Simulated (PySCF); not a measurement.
Isomers of C8H12, one GFN2-xTB conformer each. Single-point energies are computed at PBE0/pcSseg-1 (PySCF, gas phase, no added dispersion term), electronic only.

Task: Rank them by PBE0/pcSseg-1 energy, lowest first (kJ/mol).
A. `[CH2:1]=[CH:2]/[CH:3]=[CH:4]/[CH:5]1[CH2:6][CH2:7][CH2:8]1` with C1–C2–C3–C4 179°, C3–C4–C5–C6 123°, C4–C5–C6–C7 130°, C5–C6–C7–C8 -10°, C6–C7–C8–C5 10°, C4–C5–C8–C7 -129°
B. `[CH2:1]=[CH:2][C@H:3]([CH3:4])[C:5]1=[CH:6][CH2:7][CH2:8]1` with C1–C2–C3–C4 -123°, C2–C3–C5–C6 112°
C. `[CH2:1]=[CH:2][CH2:3]/[CH:4]=[CH:5]/[CH2:6][CH:7]=[CH2:8]` with C1–C2–C3–C4 117°, C2–C3–C4–C5 117°, C4–C5–C6–C7 117°, C5–C6–C7–C8 117°
D. `[CH2:1]=[CH:2][C:3]([CH3:4])([CH3:5])[C:6]#[C:7][CH3:8]` with C1–C2–C3–C4 120°
E. `[CH:1]1=[CH:2]\[CH2:3][CH2:4]/[CH:5]=[CH:6]\[CH2:7][CH2:8]/1` with C1–C2–C3–C4 -73°, C2–C3–C4–C5 103°, C3–C4–C5–C6 -73°, C5–C6–C7–C8 74°
F. `C1=C[C@H]2CC[C@@H]1CC2`

Result: F (0.0), E (101.8), A (147.0), C (168.8), B (171.6), D (197.8).

As drawn, the highest has a C≡C bond and a quaternary carbon, which the lowest lacks. Neighbours under 10 kJ/mol apart (C=CC/C=C/CC=C and C=C[C@H](C)C1=CCC1) can change places with a better method, another conformer or zero-point energy. GFN2-xTB itself gives, in the same order: 0.0, 140.3, 179.0, 252.1, 211.6, 233.3. Both levels put the same isomer lowest; measured from each level's own lowest isomer, the values differ by up to 83.3 kJ/mol (C=CC/C=C/CC=C: 252.1 against 168.8).

Task: Which frontier levels, dipoles and rotational constants go with these structures?

Result: 
```tsv
SMILES	HOMO (eV, PBE0/pcSseg-1)	LUMO (eV)	dipole (D)	A, B, C (MHz)
C1=C[C@H]2CC[C@@H]1CC2	-7.01	0.62	0.27	2617, 2558, 2503
C1=C\CC/C=C\CC/1	-6.72	0.26	0.00	2627, 2379, 1394
C=C/C=C/C1CCC1	-6.43	-0.63	0.60	8197, 783.3, 761.5
C=CC/C=C/CC=C	-7.10	-0.18	0.19	6497, 676.8, 648.9
C=C[C@H](C)C1=CCC1	-6.90	0.11	0.12	3382, 1453, 1112
C=CC(C)(C)C#CC	-7.18	0.56	0.49	2718, 1349, 1124
```
